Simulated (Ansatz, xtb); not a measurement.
# Relative energy of two isomers of C3H4BBrN2

Structure a is `Bn1cc(Br)cn1`, a singlet and structure b is `Bn1nccc1Br`, a singlet. Both are isolated molecules in the gas phase, relaxed with r2SCAN-D4/def2-SVP; the shapes shown needn't be the lowest conformers.

a (Å):

```xyz
11

C    -0.2385   -2.2844    0.4344
C     0.3337   -2.8620    1.5381
C     1.0202   -1.7991    2.2082
B    -0.2580    0.0705   -0.4726
Br    0.2454   -4.6495    2.0677
N     0.1049   -0.9436    0.4677
N     0.8808   -0.6613    1.5677
H     0.1336    1.1860   -0.2802
H    -0.9394   -0.2714   -1.4033
H    -0.8516   -2.6993   -0.3628
H     1.6000   -1.8573    3.1306
```

b (Å):

```xyz
11

C     1.1895   -2.9045    0.6863
C     0.5211   -2.6431    1.9198
C    -0.1756   -1.4883    1.6726
B    -0.4116    0.0328   -0.3740
Br   -1.2853   -0.5424    2.8305
N     0.0737   -1.0959    0.3615
N     0.9307   -1.9998   -0.2319
H    -1.1544    0.7923    0.1818
H    -0.0399    0.1449   -1.5068
H     1.8555   -3.7370    0.4512
H     0.5443   -3.2106    2.8472
```

Estimate which is lower in electronic energy at CCSD(T)/def2-SVP + ΔMP2/def2-TZVPP, and by roughly how much.

Too close to call at this level: CCSD(T)/def2-SVP + ΔMP2/def2-TZVPP gives E(b) − E(a) = +1.02 kcal/mol.

How the difference moves with the method:

| level | geometry | E(b) − E(a) (kcal/mol) | departure from the last row (kcal/mol) | job, with rough time for the two |
| --- | --- | --- | --- | --- |
| GFN2-xTB | GFN2-xTB | +0.32 | −0.70 | optimisation, 0.33 s |
| HF/STO-3G | GFN2-xTB | +0.63 | −0.39 | single point, 1.9 s |
| r2SCAN-D4/def2-SVP//GFN2-xTB | GFN2-xTB | +0.99 | −0.04 | single point, 9.6 s |
| r2SCAN-D4/def2-SVP | r2SCAN-D4/def2-SVP | +0.98 | −0.04 | optimisation, 85 s |
| HF/def2-SVP | r2SCAN-D4/def2-SVP | +2.81 | +1.79 | part of the CCSD(T) run |
| MP2/def2-SVP | r2SCAN-D4/def2-SVP | +1.04 | +0.02 | part of the CCSD(T) run |
| CCSD(T)/def2-SVP | r2SCAN-D4/def2-SVP | +1.46 | +0.44 | single point |
| CCSD(T)/def2-SVP + ΔMP2/def2-TZVPP | r2SCAN-D4/def2-SVP | +1.02 |  | single point, 3.7 min |

As drawn, both hold the same kinds of bond in the same numbers.

GFN2-xTB finds them nearly level. The largest departure from CCSD(T)/def2-SVP + ΔMP2/def2-TZVPP is that of HF/def2-SVP, 1.79 kcal/mol. The last row adds to CCSD(T) the change of the MP2 difference between the two basis sets, here −0.44 kcal/mol.

With thermal terms from frequencies at re-optimised GFN2-xTB minima (ideal gas, soft modes damped towards free rotors, one conformer each, 298.15 K, 1 atm): on the last row, ΔE + ΔZPE = +1.05, ΔH = +1.01, ΔG = +1.13 kcal/mol.

The correlated steps freeze 15 core orbitals; the filled d shell of Br is correlated, in a basis made for valence electrons. Run with Ansatz 0.2.0, xtb 6.7.1; the last row on 2 threads of Intel(R) Xeon(R) Processor @ 2.50GHz (Skylake/Cascade Lake) on a shared host.
